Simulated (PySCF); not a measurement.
BGeH₅, SMILES [GeH3][BH2]. The structure is a stationary point at ωB97X-D3(BJ)/def2-TZVP.

TDDFT-M06-2X/def2-SVPD (PySCF) puts the lowest singlet excitations at 3.98, 5.28, 6.61, 6.67, 7.70, 8.26 eV.

Task: What are the lowest excitation roots from ADC(2)/aug-cc-pVDZ (PySCF)? (The exact figures need the calculation; the answer reports its results.)

Result: 4.43, 5.86, 7.18, 7.30, 7.80, 8.33 eV. S1 differs by 0.45 eV (second minus first; roots are paired by order, and the bases may differ).
